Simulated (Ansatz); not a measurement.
The cluster Mn₂O₂⁻. Total charge -1; sextet. Geometry PBE0-D4/def2-SVPD; atoms count from 1.

```
atom   x (Å)   y (Å)   z (Å)
 Mn1   0.509  -0.672   1.083
 Mn2  -0.403   0.645  -0.963
  O3   0.748  -0.642  -0.835
  O4  -0.855   0.669   0.715
```

The charge -1 sextet is spin-contaminated (final ⟨S²⟩ up to 11.04, 8.75 for a pure state). The geometry of the sextet was relaxed on an unsound state (⟨S²⟩ 11.15, where a pure state has 8.75). At PBE0-D4/def2-TZVPD a doublet of charge -1 lies 1.51 eV below the sextet, each at its own geometry. That doublet is doubtful there (⟨S²⟩ 5.69, where a pure state has 0.75). The structure comes from a short search, and lower isomers may exist.

Estimate the Mulliken populations from the PBE0/def2-TZVPD orbitals of Ansatz.


```tsv
atom	charge (e)	spin (α − β)	d electrons
Mn1	0.37	5.90	5.22
Mn2	0.64	-0.66	5.27
O3	-1.01	-0.23	–
O4	-1.01	-0.01	–
```
Mulliken values and Mayer orders depend strongly on the basis. With diffuse functions, as here, like atoms can get unlike values, and bond orders can come out too low or too high.

Where does the spin sit?

Summed by element: Mn 5.24, O -0.24, of 5 unpaired in all. Largest on single atoms: Mn1 5.90, Mn2 -0.66, O3 -0.23.

And the Mayer bond orders between bonded heavy atoms (over 0.3)?

Mn1–Mn2 0.46 (2.60 Å); Mn2–O3 0.83 (1.73 Å); Mn2–O4 0.84 (1.74 Å).
